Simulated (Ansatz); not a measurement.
H5B3N3, doublet, geometry from GFN2-xTB. Base run: B3LYP/6-31G (Ansatz, an electronic-structure program).

Ansatz was given this input:
Ansatz 0.2 input:
```yaml
crystal:
  periodic: [false, false, false]
  atoms:
    - {symbol: B, position_ang: [-0.91062503, 1.13149532, 0.29076823]}
    - {symbol: N, position_ang: [-1.37695949, -0.12573446, 0.01619112]}
    - {symbol: B, position_ang: [-0.69719392, -1.27831028, -0.27186253]}
    - {symbol: N, position_ang: [0.73883889, -1.11549616, -0.28144257]}
    - {symbol: B, position_ang: [1.35780215, 0.12398515, -0.01596586]}
    - {symbol: N, position_ang: [0.53097538, 1.23144686, 0.26651132]}
    - {symbol: H, position_ang: [-1.57325668, 2.06827039, 0.52850262]}
    - {symbol: H, position_ang: [-1.18458869, -2.32009784, -0.49607420]}
    - {symbol: H, position_ang: [1.29505236, -1.93143915, -0.48782490]}
    - {symbol: H, position_ang: [2.52800212, 0.23083975, -0.02972578]}
    - {symbol: H, position_ang: [0.93489140, 2.13506227, 0.46160388]}
basis:
  gaussian:
    orbitals: 6-31G
hamiltonian:
  xc: b3lyp
magnetization: {spin_polarized: true, initial_magnetization: 1}
```

The bond that is stretched is that between atoms 10 and 5. A test that says stable can miss a lower solution.

Variants of this job, named by their change:

```csv
change,ΔE vs base (eV),<S^2>,stability test says
base,0.00,0.754,minimum
spin_polarized = on; lower_state_search = off,0.00,0.754,undecided (no full test)
spin_polarized = on; lower_state_search = standard,0.00,0.754,minimum
bond × 1.25,0.58,0.754,minimum
spin_polarized = on; lower_state_search = off; bond × 1.25,0.58,0.754,undecided (no full test)
spin_polarized = on; lower_state_search = standard; bond × 1.25,0.58,0.754,minimum
bond × 1.5,1.68,0.755,minimum
spin_polarized = on; lower_state_search = off; bond × 1.5,1.68,0.755,undecided (no full test)
spin_polarized = on; lower_state_search = standard; bond × 1.5,1.68,0.755,minimum
bond × 1.8,2.95,0.767,minimum
spin_polarized = on; lower_state_search = off; bond × 1.8,2.95,0.767,undecided (no full test)
spin_polarized = on; lower_state_search = standard; bond × 1.8,2.95,0.767,minimum
bond × 2.2,4.04,1.131,minimum
spin_polarized = on; lower_state_search = off; bond × 2.2,4.04,1.131,undecided (no full test)
spin_polarized = on; lower_state_search = standard; bond × 2.2,4.04,1.131,minimum
bond × 3.0,4.60,1.446,minimum
spin_polarized = on; lower_state_search = off; bond × 3.0,4.60,1.446,undecided (no full test)
spin_polarized = on; lower_state_search = standard; bond × 3.0,4.60,1.446,minimum
```

On stretching, the SCF can end on different states; <S^2> shows the spin contamination of each.
